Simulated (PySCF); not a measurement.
C3H6BFO.

```xyz
12

B      0.5190     0.5447     0.6629
C      0.3199    -0.9481     0.1547
C     -0.9709    -1.1214    -0.5956
C     -1.1266    -0.9458    -1.9123
H      0.3929    -1.6395     1.0093
H      1.1836    -1.1685    -0.4994
H     -1.8587    -1.3497     0.0095
H     -0.2733    -0.7239    -2.5648
H     -2.1062    -1.0431    -2.3902
F      1.3957     0.7986     1.6394
O     -0.1359     1.5989     0.1316
H     -0.7410     1.3138    -0.5673
```

Geometry optimised at ωB97X-D3(BJ)/def2-SVP. Other conformers were not sampled.

These are PBE/pcSseg-1 (PySCF) values and carry that method's errors. Non-relativistic, no solvent.

Computed absolute GIAO shielding of each atom: isotropic value and principal components (ppm):
```tsv
atom	σ(iso)	σ11	σ22	σ33	span
B1	65.2	38.6	74.8	82.0	43.4
C2	154.3	135.3	149.4	178.1	42.8
C3	33.1	-87.5	31.0	155.6	243.1
C4	59.0	-49.6	77.3	149.4	198.9
H5	29.3	25.6	28.3	34.0	8.4
H6	29.4	26.0	28.5	33.5	7.5
H7	25.0	22.7	25.1	27.2	4.5
H8	25.9	22.4	25.6	29.8	7.3
H9	25.8	23.0	25.3	29.3	6.3
F10	247.6	77.5	268.6	396.9	319.4
O11	169.0	-4.8	215.1	296.6	301.4
H12	25.6	18.8	26.5	31.5	12.7
```
